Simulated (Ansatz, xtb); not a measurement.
FGeH3S3: which of two isomers lies lower

We compare a, `[F][Ge]([SH])([SH])[SH]`, a singlet, with b, `[F][Ge@H]([SH])[S]S`, a singlet. Both are isolated molecules in the gas phase, relaxed with PBE0-D4/def2-SVP; the shapes shown needn't be the lowest conformers.

a (Å):

```xyz
8

F    -1.6045    1.1377    2.1536
Ge   -1.3999    1.6684    0.5039
S     0.0375    3.3310    0.4778
S    -3.2790    2.4724   -0.3086
S    -0.7433   -0.1849   -0.5125
H     0.9367    2.6559    1.2291
H    -3.6250    1.2739   -0.8282
H    -0.9996   -0.9108    0.5994
```

b (Å):

```xyz
8

F    -2.3166   -1.7752    0.5407
Ge   -1.3566   -0.6244    1.4270
S    -1.4422    1.3234    0.3914
S     0.7046   -1.4642    1.3920
S     1.4659    0.0067    2.6683
H    -1.9152   -0.4735    2.8433
H    -1.0012    0.8011   -0.7751
H     1.6629    0.9684    1.7335
```

Question: Which of the two would you expect CCSD(T)/def2-SVP + ΔMP2/def2-TZVPP electronic energies to favour?

Answer: Structure a; the calculation gives E(b) − E(a) = +22.3 kcal/mol.

How the difference moves with the method:

| level | geometry | E(b) − E(a) (kcal/mol) | departure from the last row (kcal/mol) | job, with rough time for the two |
| --- | --- | --- | --- | --- |
| PBE0-D4/def2-SVP | PBE0-D4/def2-SVP | +24.4 | +2.0 | optimisation, 2.4 min |
| HF/def2-SVP | PBE0-D4/def2-SVP | +25.6 | +3.3 | part of the CCSD(T) run |
| MP2/def2-SVP | PBE0-D4/def2-SVP | +27.0 | +4.7 | part of the CCSD(T) run |
| CCSD(T)/def2-SVP | PBE0-D4/def2-SVP | +25.4 | +3.1 | single point |
| CCSD(T)/def2-SVP + ΔMP2/def2-TZVPP | PBE0-D4/def2-SVP | +22.3 |  | single point, 38 s |

As drawn, b has 1 S–S, 1 Ge–H in place of 1 Ge–S, 1 S–H.

None of the levels shown reverses the order. The largest departure from CCSD(T)/def2-SVP + ΔMP2/def2-TZVPP is that of MP2/def2-SVP, 4.7 kcal/mol. Levels run at GFN2-xTB geometries aren't shown. The last row adds to CCSD(T) the change of the MP2 difference between the two basis sets, here −3.1 kcal/mol, a large step that makes the value less sure.

With thermal terms from frequencies at re-optimised GFN2-xTB minima (ideal gas, soft modes damped towards free rotors, one conformer each, 298.15 K, 1 atm): the zero-point term adds −0.1 kcal/mol; ΔH is +21.8 and ΔG +22.8 kcal/mol.

The correlated steps freeze 25 core orbitals; the filled d shell of Ge is correlated, in a basis made for valence electrons. Mirror images aren't counted in ΔG. Programs: Ansatz 0.2.0, xtb 6.7.1; the last row on 2 threads of Intel(R) Xeon(R) Platinum 8375C CPU @ 2.90GHz (Ice Lake) on a shared host.
